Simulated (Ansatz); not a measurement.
Frontier orbitals of CH₄ClFSi, SMILES `FC([SiH3])Cl`.

Z-matrix (Å, degrees):
```
C
Si 1 1.908
Cl 1 1.781 2 108.9
F 1 1.369 2 110.8 3 120.1
H 1 1.092 2 114.1 3 -117.9
H 2 1.482 1 107.7 3 61.8
H 2 1.481 1 108.1 3 -58.6
H 2 1.485 1 108.5 3 -178.9
```

The species carries charge 0 and has multiplicity 1. All single points use the PBE0-D4/def2-TZVP geometry. Basis def2-TZVPP, the Gaussian-basis code of Ansatz.

```tsv
functional	HOMO (eV)	LUMO (eV)	gap (eV)
PBE	-6.94	-1.02	5.92
revPBE	-6.89	-0.92	5.97
r2SCAN	-7.25	-0.71	6.54
PBE0	-8.35	-0.07	8.28
HSE06 (plane-wave form)	-7.94	-0.45	7.49
LC-ωPBE	-11.12	2.13	13.25
ωB97M-V	-10.61	1.66	12.27
```

From PBE to PBE0 the HOMO moves by −1.40 eV and the LUMO by +0.94 eV, and with ωB97M-V by −3.67 and +2.68 eV, so the gap grows from 5.93 to 12.27 eV with exact exchange. A positive LUMO is unbound and depends on the basis.

LC-ωPBE has ω = 0.4 bohr⁻¹.
